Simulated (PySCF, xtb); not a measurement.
CH7FOSi2, SMILES OC[SiH2][SiH2]F.

xtb with GFN2-xTB at its own geometry gives an orbital gap of 4.33 eV and a dipole moment of 1.71 D.

The structure is a stationary point at PBE0-D3(BJ)/def2-SVP. This is a generated structure with no PubChem entry under its InChIKey; it may be hypothetical. The values are those of a single conformer.

Question: What does PBE/def2-TZVP run with PySCF give? (Estimate from the structure and the level; the computed values follow.)

Answer: gap 4.84 eV (levels -6.28 and -1.43 eV), dipole 2.43 D.
